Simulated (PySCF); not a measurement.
Compound: C₄H₁₀NSSi (doublet state).
Structure used (GFN2-xTB), in Å, numbered top down from 1:
```
atom  x, y, z in Å
C1    -0.7226    1.8698    0.0443
Si2   -0.8538    0.0873    0.6805
C3    -1.6181   -1.0606   -0.6261
C4     0.9253   -0.5315    1.1258
C5     1.7790   -0.5688   -0.0656
N6     2.4710    0.4242   -0.4390
S7     1.8083   -2.0075   -1.0462
H8    -0.3971    2.5450    0.8297
H9    -0.0022    1.9448   -0.7657
H10   -1.6779    2.2300   -0.3246
H11   -1.6111    0.0132    1.9416
H12   -1.6348   -2.0935   -0.2893
H13   -1.0581   -1.0325   -1.5575
H14   -2.6409   -0.7727   -0.8501
H15    0.8544   -1.5229    1.5675
H16    1.3567    0.1544    1.8524
H17    3.0149    0.3333   -1.2892
```

As a line formula: `C[SiH](C)CC([NH])=S` [radical].

Computed, not measured: UKS B3LYP, pcH-1 on C H N S Si, non-relativistic, mean-field spin-orbit, GIAO (PySCF 2.14.0). The structure is a single GFN2-xTB conformer in the gas phase; no vibrational or solvent corrections. Couplings are sensitive to structure, and on GFN2-xTB geometries they can be far from those on DFT ones, by a factor of two or more for some ions and for spin on atoms past the first row.

Output of the driver script. The program numbers atoms from 0.

```
UKS, coarse grid
  cycle   1  E = -900.80278363  |g| = 4.71e-01
  cycle   2  E = -900.59862672  |g| = 7.81e-01
  cycle   3  E = -900.84212547  |g| = 3.34e-01
  cycle   4  E = -900.90085930  |g| = 3.16e-02
  cycle   5  E = -900.90132793  |g| = 1.44e-02
  cycle   6  E = -900.90143776  |g| = 6.18e-03
  cycle   7  E = -900.90145438  |g| = 4.82e-03
  cycle   8  E = -900.90146715  |g| = 2.55e-03
  cycle   9  E = -900.90147361  |g| = 9.73e-04
UKS, final grid
  cycle   1  E = -900.90140098  |g| = 2.23e-03
  cycle   2  E = -900.90138067  |g| = 6.82e-03
  cycle   3  E = -900.90140386  |g| = 3.27e-04
  cycle   4  E = -900.90140392  |g| = 2.11e-04
  cycle   5  E = -900.90140400  |g| = 1.04e-04
  cycle   6  E = -900.90140403  |g| = 3.39e-05
  cycle   7  E = -900.90140404  |g| = 3.04e-05
  cycle   8  E = -900.90140406  |g| = 2.52e-05
  cycle   9  E = -900.90140409  |g| = 1.49e-05
  cycle  10  E = -900.90140410  |g| = 7.63e-06
E = -900.90140410 Eh   <S^2> = 0.7536 (exact 0.7500)
g shifts (ppm)      1          2          3
  rmc          -236       -236       -236
  gc              4         66         33
  oz_so       -1497      10864     209457
  total       -1638      10694     209355
hyperfine (MHz)  atom isotope    a_iso     a_fc   dipolar eigenvalues
    0   13C      -0.09      -0.09     -0.25     -0.12      0.36
    1  29Si       1.57       1.57     -0.42      0.01      0.41
    2   13C       0.37       0.37     -0.51     -0.31      0.82
    3   13C      -2.94      -2.94     -1.78     -0.60      2.39
    4   13C     -20.38     -20.38     -6.28     -0.22      6.50
    5   14N       3.48       3.48    -10.97    -10.21     21.17
    6   33S      13.27      13.27    -80.47    -78.00    158.47
    7    1H      -0.05      -0.05     -0.68     -0.54      1.23
    8    1H       0.39       0.39     -1.28     -0.87      2.15
    9    1H      -0.05      -0.05     -0.51     -0.43      0.94
   10    1H      -0.39      -0.39     -0.67     -0.51      1.17
   11    1H       1.06       1.06     -1.81     -1.40      3.21
   12    1H       0.72       0.72     -2.19     -1.72      3.92
   13    1H       1.24       1.24     -0.77     -0.67      1.43
   14    1H       7.84       7.84     -3.64     -1.36      5.00
   15    1H       9.41       9.41     -2.02     -0.65      2.67
   16    1H      24.96      24.96    -14.86     -4.08     18.94
```

Question: Find the weak point of this converged calculation.

Answer: The largest g shift is +0.209, past the limit of 0.03 at which the run flags a species of elements up to argon. The orbital-Zeeman/spin–orbit term is second order, a sum of spin–orbit matrix elements over excitation energies, so it grows and becomes less reliable as an excited state comes close; a shift this large should be checked with a method that treats spin–orbit coupling variationally or among several states. The contact and dipolar couplings don't rest on that expansion, but they belong to the state that the SCF found, and a close-lying state with the spin in another orbital would have other couplings; no stability test was run. The run left out the spin–orbit part of the hyperfine coupling.

Question: Where is the spin in this solution (atoms counted from 1)?

Answer: Largest spin populations (Mulliken): S7 (+0.85) and N6 (+0.19). The unrestricted determinant has ⟨S²⟩ = 0.7536 (exact 0.7500), so spin contamination is small. N6, the radical centre as drawn in `C[SiH](C)CC([NH])=S`, holds a spin population of +0.19 out of 1.

Question: Average a_iso over equivalent nuclei, turn it into first-order splittings with g = 2.0023, and give the multiplets for abundant isotopes (0.05 mT or more).

Answer: 
```
nuclei (from 1)  isotope    I                                         position  a_iso (MHz)  |a| (mT)    splits into
            H17       1H  1/2  3 bonds from S7, on N6 of spin population +0.19         25.0      0.89    1:1 doublet
        H15/H16       1H  1/2                                  3 bonds from S7          8.6      0.31  1:2:1 triplet
             N6      14N    1                                  2 bonds from S7          3.5      0.12  1:1:1 triplet
```

Class means assume fast exchange of nuclei equivalent by connectivity; if that motion is slow, each nucleus keeps its own coupling.
